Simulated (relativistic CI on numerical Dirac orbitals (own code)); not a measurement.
## Slater and spin-orbit integrals, V9+

These numbers are calculated, not measured: Dirac-Coulomb-Breit CI, KLI orbitals optimised for each configuration, QED by a radiative potential, unscaled Slater integrals (own radial code, finite nucleus).

Slater integrals F^k, G^k are unscaled and averaged over j, outside the closed core [Ne]; ζ comes from projecting the Hamiltonian with its Breit term on Σ l·s of the shell.

- 3s²3p²: F^2(3p,3p) = 117990, ζ(3p) = 6188.1 cm⁻¹; <r>(3p) = 0.8524, <r^2>(3p) = 0.8366 (bohr units).
- 3s3p³: F^2(3p,3p) = 117920, G^1(3s,3p) = 154940, ζ(3p) = 6177 cm⁻¹; <r>(3s) = 0.8421, <r^2>(3s) = 0.8064, <r>(3p) = 0.853, <r^2>(3p) = 0.8377 (bohr units).
- 3s²3p3d: ζ(3p) = 6194.9, F^2(3p,3d) = 115810, G^1(3p,3d) = 135880, G^3(3p,3d) = 87129, ζ(3d) = 363.94 cm⁻¹; <r>(3p) = 0.8537, <r^2>(3p) = 0.8392, <r>(3d) = 0.8291, <r^2>(3d) = 0.804 (bohr units).

Averages of the first 10 configurations, taken without configuration mixing, which lowers the lowest level and can move excited configurations by several eV; other configurations of the list can lie among them:

```json
{"Configuration": "3s²3p²", "Parity": "even", "States": "15", "Average energy above the lowest level (eV)": "5.8"}
{"Configuration": "3s3p³", "Parity": "odd", "States": "40", "Average energy above the lowest level (eV)": "35.3"}
{"Configuration": "3s²3p3d", "Parity": "odd", "States": "60", "Average energy above the lowest level (eV)": "49.9"}
{"Configuration": "3p⁴", "Parity": "even", "States": "15", "Average energy above the lowest level (eV)": "70.1"}
{"Configuration": "3s3p²3d", "Parity": "even", "States": "300", "Average energy above the lowest level (eV)": "77.1"}
{"Configuration": "3p³3d", "Parity": "odd", "States": "200", "Average energy above the lowest level (eV)": "109.5"}
{"Configuration": "3s3p3d²", "Parity": "odd", "States": "540", "Average energy above the lowest level (eV)": "120.4"}
{"Configuration": "3s²3p4s", "Parity": "odd", "States": "12", "Average energy above the lowest level (eV)": "111.4"}
{"Configuration": "3s²3p4p", "Parity": "even", "States": "36", "Average energy above the lowest level (eV)": "122.4"}
{"Configuration": "3s²3d4p", "Parity": "odd", "States": "60", "Average energy above the lowest level (eV)": "166.8"}
```
